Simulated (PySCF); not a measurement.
## GeTe and its ions

RHF-CCSD(T); basis Ge cc-pVDZ-PP with ECP10, Te cc-pVDZ-PP with ECP28; scalar-relativistic core potentials; PySCF 2.14. Neutral (RHF): singlet (closed shell), Re = 2.382 Å, ωe = 317 cm⁻¹, De = 3.97 eV.

GeTe⁺ (ROHF): doublet (π ↑), Re = 2.532 Å, ωe = 254 cm⁻¹, De = 2.94 eV to Ge⁺ + Te. The energies at the minima are -560.64932 hartree for GeTe and -560.32803 for GeTe⁺.

(1) Work out the adiabatic ionisation energy, without and with harmonic zero-point energies (1 hartree = 27.2114 eV, 1 eV = 8065.5 cm⁻¹), and the change of the bond length.

Correlated steps freeze 8 core orbitals. Correlated levels converge slowly with the basis: in double zeta they bind strong bonds too weakly, by up to about 1 eV, and carry superposition errors of some tenths. Spin–orbit coupling is left out, which matters for elements this heavy, above all for dissociation energies. For an ion De counts to the pair picked by the measured ionisation energies or electron affinities, which need not be the lowest pair at this level. Where the molecule has an RHF reference, its open-shell atoms are computed with UHF. The CCSD T1 diagnostic is raised in GeTe, a sign that a single reference may not be enough there. States were picked by a PBE0 search and need not be the measured ground states.

Answers

(1) At CCSD(T): 0.32129 hartree = 8.743 eV between the minima; the zero-point term (254.0 − 317.0)/2 cm⁻¹ = -0.004 eV makes it 8.739 eV. Re changes by +15.0 pm against the neutral. The electron leaves a π orbital, and the longer bond of the ion fits a bonding orbital, or a change in how ionic the bond is.
